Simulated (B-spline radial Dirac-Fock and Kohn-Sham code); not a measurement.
## Satellites and hypersatellites of the K lines of Ni³⁺

System: Ni³⁺, 1s2 2s2 2p6 3s2 3p6 3d7.

Input of the calculation (task.json; shells as n, l, electrons):

```json
{"items": [{
  "Z": 28,
  "q": 3,
  "cfg": [[1, 0, 2], [2, 0, 2], [2, 1, 6], [3, 0, 2], [3, 1, 6], [3, 2, 7]],
  "A": 58,
  "rrms": 3.7757,
  "do": ["binding", "quiet", "double"]
}]}
```

Launch: `python xray_run.py task.json out`

Level of theory: ΔSCF Dirac-Fock with Breit, self-energy and vacuum polarisation, finite nucleus, configuration average; an atomic code on a B-spline grid. Each two-hole energy is an average over J within one jj subconfiguration, not an observable level; in light atoms, where LS coupling holds, the j-resolved values are not observed lines, and for a K spectator the Kα1 hypersatellite is nearly forbidden. No correlation.

Lines without a spectator: Kα2 (K-L2) 7459.1 eV, Kα1 (K-L3) 7476.2 eV, Kβ3 (K-M2) 8263.5 eV, Kβ1 (K-M3) 8265.7 eV. Shifts in eV with one spectator hole (a dash: not computed, or left out as unreliable):

| spectator hole | Kα2 | Kα1 | Kβ3 | Kβ1 |
| --- | --- | --- | --- | --- |
| L2 (2p1/2) | +27.85 | +34.1 | – | +76.6 |
| L3 (2p3/2) | +31.5 | +30.2 | +73.8 | – |
| M2 (3p1/2) | – | +2.62 | +6.01 | +7.75 |
| M3 (3p3/2) | +2.37 | – | +7.30 | +6.85 |

Task: Where does the K-L3 hypersatellite lie, emitted when both K electrons are missing?

Result: +298.2 eV from the normal line, at 7774.5 eV. Removing both K electrons costs 17181.9 eV, which is 401.0 eV more than twice the K binding energy. In light atoms the observed hypersatellite is the ¹S₀ → ¹P₁ component, which lies below this average, and the triplet component is nearly forbidden.

With n spectator holes in 2p, averaged over the 2p shell (energies in eV):

| n | KαLⁿ | step | hypersatellite KαʰLⁿ |
| --- | --- | --- | --- |
| 0 | 7470.5 | – | 7767.8 |
| 1 | 7502.0 | +31.4 | 7800.5 |
| 2 | 7534.5 | +32.5 | 7834.2 |
| 3 | 7568.1 | +33.6 | 7869.0 |
| 4 | 7602.8 | +34.7 | 7905.0 |
| 5 | 7638.7 | +35.9 | 7942.1 |
